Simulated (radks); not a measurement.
Spherical jellium clusters: N electrons in a uniform positive sphere of charge N and radius rs N^(1/3), rs = 2.78 bohr. Calculated with a radial shooting solver with Libxc functionals: non-relativistic Kohn-Sham, LDA (Slater exchange, Perdew-Wang correlation), spin-polarised, spherical densities. Levels are named by radial order and angular momentum (1s, 1p, 1d, 2s, ...), and open shells are averaged over m. Each electron was tried in the lowest free levels, single moves between levels near the top were tried too, and the lowest total energy was kept; such a search can miss a lower state. Energies include the self-energy of the background; IP and EA are vertical (highest electron removed, lowest free level filled), at fixed background; spill-out counts the electrons outside the background radius R, and alpha is the static dipole polarisability from linear response (closed shells only). A dash means not computed or, for alpha, an open shell; in EA it means that no bound solution was reached, which is typical of self-interaction and does not show that the anion is unstable. Real open-shell clusters deform, which this model forbids.

| N | open shells | 2S | E/N (eV) | E(N+1) + E(N-1) - 2E(N) (eV) | IP (eV) | EA (eV) | -e(HOMO) (eV) | spill-out (e) | alpha/R^3 |
|---|---|---|---|---|---|---|---|---|---|
| 1 | 1s(up 1, down 0) | 1 | -0.684 | - | - | - | 3.720 | 0.51 | - |
| 2 | none | 0 | -1.388 | 1.938 | 6.912 | - | 4.212 | 0.73 | 2.033 |
| 3 | 1p(up 1, down 0) | 1 | -0.976 | -0.900 | 4.433 | - | 2.352 | 1.11 | - |
| 4 | 1p(up 2, down 0) | 2 | -0.996 | -0.756 | 5.351 | - | 3.163 | 1.35 | - |
| 5 | 1p(up 3, down 0) | 3 | -1.159 | 0.338 | 5.909 | - | 3.717 | 1.52 | - |
| 6 | 1p(up 3, down 1) | 2 | -1.211 | -0.615 | 5.368 | - | 3.389 | 1.69 | - |
| 7 | 1p(up 3, down 2) | 1 | -1.336 | -0.465 | 5.867 | 2.008 | 3.870 | 1.83 | - |
| 8 | none | 0 | -1.488 | 2.233 | 6.207 | - | 4.224 | 1.95 | 1.687 |
| 9 | 1d(up 1, down 0) | 1 | -1.359 | -0.411 | 3.857 | - | 2.136 | 2.19 | - |
| 10 | 1d(up 2, down 0) | 2 | -1.296 | -0.376 | 4.298 | - | 2.570 | 2.38 | - |
| 11 | 1d(up 3, down 0) | 3 | -1.279 | -0.337 | 4.648 | - | 2.924 | 2.54 | - |
| 12 | 1d(up 4, down 0) | 4 | -1.293 | -0.299 | 4.935 | 1.597 | 3.220 | 2.68 | - |
| 13 | 1d(up 5, down 0) | 5 | -1.327 | 0.409 | 5.173 | - | 3.471 | 2.80 | - |
| 14 | 1d(up 5, down 0) 2s(up 1, down 0) | 6 | -1.328 | -0.212 | 4.701 | 1.498 | 3.132 | 3.08 | - |
| 15 | 1d(up 5, down 2) | 3 | -1.342 | -0.315 | 4.925 | 1.773 | 3.315 | 3.05 | - |
| 16 | 1d(up 5, down 3) | 2 | -1.375 | -0.236 | 5.151 | 2.011 | 3.549 | 3.16 | - |
| 17 | 1d(up 5, down 4) | 1 | -1.417 | -0.210 | 5.342 | 2.219 | 3.751 | 3.26 | - |
| 18 | none | 0 | -1.466 | 0.258 | 5.506 | 2.044 | 3.927 | 3.35 | 1.522 |
| 19 | 2s(up 1, down 0) | 1 | -1.497 | 0.216 | 5.203 | 1.939 | 3.678 | 3.55 | - |
| 20 | none | 0 | -1.514 | 1.202 | 5.007 | - | 3.534 | 3.79 | 1.575 |
| 21 | 1f(up 1, down 0) | 1 | -1.472 | -0.215 | 3.849 | - | 2.403 | 3.92 | - |
| 22 | 1f(up 2, down 0) | 2 | -1.443 | -0.201 | 4.050 | - | 2.611 | 4.04 | - |
| 23 | 1f(up 3, down 0) | 3 | -1.426 | -0.187 | 4.229 | 1.412 | 2.797 | 4.15 | - |
| 24 | 1f(up 4, down 0) | 4 | -1.418 | -0.175 | 4.390 | 1.586 | 2.966 | 4.25 | - |
| 25 | 1f(up 5, down 0) | 5 | -1.418 | -0.163 | 4.536 | 1.745 | 3.120 | 4.34 | - |
| 26 | 1f(up 6, down 0) | 6 | -1.424 | -0.152 | 4.668 | 1.891 | 3.260 | 4.43 | - |
| 27 | 1f(up 7, down 0) | 7 | -1.435 | 0.422 | 4.789 | 1.480 | 3.389 | 4.51 | - |
| 28 | 1f(up 7, down 1) | 6 | -1.430 | -0.164 | 4.336 | 1.651 | 2.975 | 4.61 | - |
| 29 | 1f(up 7, down 2) | 5 | -1.431 | -0.152 | 4.481 | 1.807 | 3.126 | 4.69 | - |
| 30 | 1f(up 7, down 3) | 4 | -1.437 | - | 4.612 | 1.950 | 3.265 | 4.78 | - |

All shells are closed at N = 2, 8, 18, 20 (there: 1s2 1p6 1d10 2s2); the second difference of the energy has clear peaks (12 % above both neighbours; the first and last values, which can be the largest, are not judged, and half-filled shells can peak too) at N = 5, 8, 13, 18, 20, 27.
